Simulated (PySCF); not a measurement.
H2OSSi, SMILES O[Si]S (connectivity only; charge and spin as stated), neutral, multiplicity 1.

Coordinates come from a B3LYP-D3(BJ)/def2-TZVP optimisation. Other conformers were not sampled.

Vertical ionisation energy (IE) and electron affinity (EA) in eV. Rows of orbital energies are one-electron estimates. Where ΔSCF, EOM or ADC give a negative EA the extra electron is unbound and the value depends on the basis.

```tsv
level	IE	EA
−ε(HOMO), −ε(LUMO), ωB97X/def2-TZVPD (PySCF)	9.29	-0.23
ADC(2)/aug-cc-pVDZ (PySCF)	___	___
```

Q: Fill in the missing entries. (An estimate is asked for; the answer gives what the named calculation found.)

A: 
- ADC(2)/aug-cc-pVDZ (PySCF), IE: 8.98
- ADC(2)/aug-cc-pVDZ (PySCF), EA: -0.07

Q: Beyond the first one, list the lowest photoelectron lines from PySCF with ADC(2)/aug-cc-pVDZ with their pole strengths (two spins summed). (An estimate is asked for; the answer gives what the named calculation found.)

A: 9.76 eV (1.78), 11.60 eV (1.72), 11.96 eV (1.71), 12.89 eV (1.75), 14.86 eV (1.74).
